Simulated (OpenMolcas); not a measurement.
**Re5+ in a point-charge field**

Re5+ among 5 point charges of -2 e arranged as a square pyramid (C4v), 1.92 Å from the ion, with the axial distance 2.074 Å.
```
   1.9200    0.0000    0.0000  -2.00
   0.0000    1.9200    0.0000  -2.00
  -1.9200    0.0000    0.0000  -2.00
   0.0000   -1.9200    0.0000  -2.00
   0.0000    0.0000    2.0736  -2.00
```

| Property | Result |
| --- | --- |
| Program | OpenMolcas 26.06 |
| Method | CASSCF |
| Basis | ANO-RCC-VDZP [7s6p4d2f1g] |
| Scalar Hamiltonian | DKH2, point nucleus |
| Active space | 2 electrons in 5 orbitals (5d) |
| State averaging | 2S+1 = 3 even, 10 roots; 2S+1 = 1 even, 15 roots |
| Spin-orbit coupling | state interaction with AMFI integrals over the reference wave functions |

The lowest spin-free states, above the lowest:

| State | Degeneracy | E (cm-1) | Free-ion L (%) |
| --- | --- | --- | --- |
| 2S+1 = 3 | 1 | 0.0 | F (87) |
| 2S+1 = 3 | 2 | 1030 | F (74) |
| 2S+1 = 3 | 1 | 6683 | F (100) |
| 2S+1 = 1 | 1 | 10105 | D (90) |
| 2S+1 = 1 | 1 | 11570 | D (64) |
| 2S+1 = 3 | 2 | 11706 | F (74) |
| 2S+1 = 1 | 1 | 12574 | G (90) |
| 2S+1 = 1 | 2 | 12913 | G (83) |
| 2S+1 = 1 | 1 | 19225 | G (90) |
| 2S+1 = 3 | 1 | 19377 | F (100) |
| 2S+1 = 1 | 1 | 21477 | D (70) |
| 2S+1 = 1 | 2 | 22637 | D (56) |
| 2S+1 = 3 | 2 | 25720 | F (52) |
| 2S+1 = 1 | 1 | 30836 | G (64) |
| 2S+1 = 1 | 2 | 36809 | G (73) |
| 2S+1 = 1 | 1 | 42926 | G (68) |
| 2S+1 = 3 | 1 | 43222 | P (87) |
| 2S+1 = 1 | 1 | 49716 | G (100) |
| 2S+1 = 1 | 1 | 70620 | S (51) |

The lowest levels with spin-orbit coupling:

```
E (cm-1)  Degeneracy      2S+1               g
     0.0           1         3                
    2900           2         3  0.00 0.00 2.46
    4771           1  3 (85 %)                
    7386           1  3 (66 %)                
    7765           1         3                
   11033           2         3  0.00 0.00 1.72
   11564           1         3                
   12248           1  3 (83 %)                
   13804           2  3 (81 %)  0.00 0.00 0.25
   15160           1         3                
   17695           1  3 (76 %)                
   20114           2         3  0.00 0.00 3.43
   20775           1  3 (72 %)                
   23158           1         3                
   23674           1  1 (54 %)                
   23931           1  1 (62 %)                
   24004           2  1 (69 %)  0.00 0.00 0.38
   24108           1  1 (64 %)                
   26419           1  1 (57 %)                
   27365           2  3 (72 %)  0.00 0.00 2.07
```

Powder χT (cm3 K/mol): 0 at 2 K, 0 at 10 K, 0.0038 at 50 K, 0.00761 at 100 K, 0.0152 at 200 K, 0.0228 at 300 K. The effective moment at 300 K is 2.828 √(χT) = 0.43 μB.

The lowest level has 2S+1 = 3, for which the spin-only value is χT = S(S+1) / 2 = 1.000 cm3 K/mol (g = 2). The computed 0.023 at 300 K differs by -0.977, through orbital momentum, spin-orbit coupling and any other state in reach.

Spin-orbit coupling mixes the spin-free states strongly: the lowest level takes only 55 % from its leading state, 2S+1 = 3, which lies 1030 cm-1 above the lowest spin-free state. Without dynamic correlation the repulsion within the d shell is too large (B by tens of per cent), so at a given field states of lower spin stand too high. Point charges carry no covalency, so the field is a model and not that of real ligands. An unlabelled pair can be two single states that coincide in this model. No measured value stands beside these numbers.

A state without a sure symmetry label is named by its multiplicity alone. With an even number of electrons the g values are those of a degenerate or nearly degenerate non-Kramers pair.
